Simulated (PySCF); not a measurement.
PySCF 2.14 output of an unrestricted PBE0 calculation on a single atom or ion in aug-cc-pV5Z-PP with ECP28MDF (8s8p6d4f3g2h, 139 functions), with scalar relativity through the core potential:

```
SCF conv_tol = 1e-09
number electrons alpha = 14  beta = 10
    C. Adamo and V. Barone.,  J. Chem. Phys. 110, 6158 (1999)
    M. Ernzerhof and G. E. Scuseria.,  J. Chem. Phys. 110, 5029 (1999)
cycle= 1 E= -327.669791142085  delta_E= -0.00481  |g|= 0.0122  |ddm|= 0.682
cycle= 2 E= -327.669833531179  delta_E= -4.24e-05  |g|= 0.00162  |ddm|= 0.0371
cycle= 3 E= -327.66983422141  delta_E= -6.9e-07  |g|= 0.000321  |ddm|= 0.00412
cycle= 4 E= -327.669834244388  delta_E= -2.3e-08  |g|= 0.00012  |ddm|= 0.000972
cycle= 5 E= -327.669834246729  delta_E= -2.34e-09  |g|= 4.47e-06  |ddm|= 0.000262
cycle= 6 E= -327.669834246736  delta_E= -6.99e-12  |g|= 3.05e-07  |ddm|= 8.12e-06
converged SCF energy = -327.669834246736  <S^2> = 6.0007858  2S+1 = 5.0003143
```

The run itself started from symmetry-adapted Hartree-Fock orbitals and held the occupation by maximum overlap, on a logarithmic radial grid, so the iterations belong to that start.

Q: Which element, charge and spin multiplicity is this?

A: Xe²⁺ (xenon, charge +2), multiplicity 5; the state was [Kr] 4d10 5s2 5p3 5d1, high-spin 5D determinant (an excited configuration).

Energies and moments cover only the electrons outside the core potential. The outer electron is Rydberg-like, and this basis confines it to a smaller radius and binds it less than a complete one would.
